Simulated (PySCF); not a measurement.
C$_{4}$H$_{5}$, doublet, at a GFN2-xTB geometry; R2SCAN/STO-3G in PySCF.

The PySCF input:
```python
from pyscf import gto, scf, dft

mol = gto.Mole()
mol.atom = '''
    C    -0.004161    0.006410    0.418625
    C    -0.002093   -0.803829   -0.823336
    C     0.018426    0.691366   -0.931558
    C    -0.016515    0.039816    1.679741
    H    -0.913340   -1.326673   -1.078227
    H     0.900249   -1.350230   -1.059838
    H     0.937302    1.183945   -1.212994
    H    -0.881453    1.207569   -1.231435
    H    -0.016700    0.682813    2.521659
'''
mol.basis = 'sto-3g'
mol.charge = 0
mol.spin = 1
mol.verbose = 4
mol.build()

mf = dft.UKS(mol)
mf.xc = 'r2scan'
mf.grids.becke_scheme = dft.gen_grid.stratmann
mf.kernel()
```

The log (banner, timings and long lists left out):

```
PySCF version 2.14.0

[INPUT] verbose = 4
[INPUT] num. atoms = 9
[INPUT] num. electrons = 29
[INPUT] charge = 0
[INPUT] spin (= nelec alpha-beta = 2S) = 1
[INPUT] symmetry False subgroup None
[INPUT] Mole.unit = angstrom
[INPUT] Symbol           X                Y                Z      unit          X                Y                Z       unit  Magmom
[INPUT]  1 C     -0.004161000000   0.006410000000   0.418625000000 AA   -0.007863150404   0.012113144458   0.791086598896 Bohr   0.0
[INPUT]  2 C     -0.002093000000  -0.803829000000  -0.823336000000 AA   -0.003955196779  -1.519016660983  -1.555879548495 Bohr   0.0
[INPUT]  3 C      0.018426000000   0.691366000000  -0.931558000000 AA    0.034820093571   1.306492391836  -1.760389489148 Bohr   0.0
[INPUT]  4 C     -0.016515000000   0.039816000000   1.679741000000 AA   -0.031208826947   0.075241335376   3.174250450203 Bohr   0.0
[INPUT]  5 H     -0.913340000000  -1.326673000000  -1.078227000000 AA   -1.725962458610  -2.507048626855  -2.037553730111 Bohr   0.0
[INPUT]  6 H      0.900249000000  -1.350230000000  -1.059838000000 AA    1.701224053914  -2.551564905171  -2.002803556407 Bohr   0.0
[INPUT]  7 H      0.937302000000   1.183945000000  -1.212994000000 AA    1.771244076007   2.237331796548  -2.292226450741 Bohr   0.0
[INPUT]  8 H     -0.881453000000   1.207569000000  -1.231435000000 AA   -1.665704761676   2.281974686515  -2.327074890204 Bohr   0.0
[INPUT]  9 H     -0.016700000000   0.682813000000   2.521659000000 AA   -0.031558426280   1.290329564293   4.765244889545 Bohr   0.0

nuclear repulsion = 102.7323616115
number of shells = 17
number of NR pGTOs = 75
number of NR cGTOs = 25
basis = sto-3g
ecp = {}

******** <class 'pyscf.dft.uks.UKS'> ********
method = UKS
initial guess = minao
damping factor = 0
level_shift factor = 0
DIIS = <class 'pyscf.scf.diis.CDIIS'>
diis_start_cycle = 1
diis_space = 8
diis_damp = 0
SCF conv_tol = 1e-09
SCF conv_tol_grad = None
SCF max_cycles = 50
direct_scf = True
direct_scf_tol = 1e-13
number electrons alpha = 15  beta = 14
XC library pyscf.dft.libxc version 7.1.2
    S. Lehtola, C. Steigemann, M. J. T. Oliveira, and M. A. L. Marques,  SoftwareX 7, 1–5 (2018)
XC functionals = r2scan
    J. W. Furness, A. D. Kaplan, J. Ning, J. P. Perdew, and J. Sun,  J. Phys. Chem. Lett. 11, 8208–8215 (2020)
    J. W. Furness, A. D. Kaplan, J. Ning, J. P. Perdew, and J. Sun,  J. Phys. Chem. Lett. 11, 9248–9248 (2020)
    J. W. Furness, A. D. Kaplan, J. Ning, J. P. Perdew, and J. Sun,  J. Phys. Chem. Lett. 11, 8208–8215 (2020)
    J. W. Furness, A. D. Kaplan, J. Ning, J. P. Perdew, and J. Sun,  J. Phys. Chem. Lett. 11, 9248–9248 (2020)
radial grids:
    Treutler-Ahlrichs [JCP 102, 346 (1995); DOI:10.1063/1.469408] (M4) radial grids

becke partition: Stratmann, Scuseria, Frisch. CPL, 257, 213 (1996); DOI:10.1016/0009-2614(96)00600-8
pruning grids: <function nwchem_prune>
grids dens level: 3
symmetrized grids: False
atomic radii adjust function: <function treutler_atomic_radii_adjust>
small_rho_cutoff = 0
Set gradient conv threshold to 3.16228e-05
tot grids = 105512
init E= -153.816703012199

cycle= 1 E= -153.269473830985  delta_E= 0.547  |g|= 0.119  |ddm|= 2.88
cycle= 2 E= -153.264795797118  delta_E= 0.00468  |g|= 0.172  |ddm|= 0.431
cycle= 3 E= -153.284614570594  delta_E= -0.0198  |g|= 0.0547  |ddm|= 0.284
cycle= 4 E= -153.286643571976  delta_E= -0.00203  |g|= 0.0133  |ddm|= 0.0798
cycle= 5 E= -153.286900837595  delta_E= -0.000257  |g|= 0.00783  |ddm|= 0.0367
cycle= 6 E= -153.286999027697  delta_E= -9.82e-05  |g|= 0.00338  |ddm|= 0.0209
cycle= 7 E= -153.287052130619  delta_E= -5.31e-05  |g|= 0.00107  |ddm|= 0.0232
cycle= 8 E= -153.287058102468  delta_E= -5.97e-06  |g|= 0.000593  |ddm|= 0.00947
cycle= 9 E= -153.287058459966  delta_E= -3.57e-07  |g|= 0.000108  |ddm|= 0.00159
cycle= 10 E= -153.287058479401  delta_E= -1.94e-08  |g|= 1.83e-05  |ddm|= 0.000472
cycle= 11 E= -153.287058479954  delta_E= -5.52e-10  |g|= 3.86e-06  |ddm|= 6.82e-05
Extra cycle  E= -153.287058479971  delta_E= -1.76e-11  |g|= 2.75e-06  |ddm|= 1.18e-05
converged SCF energy = -153.287058479971  <S^2> = 0.77305382  2S+1 = 2.0229225
```
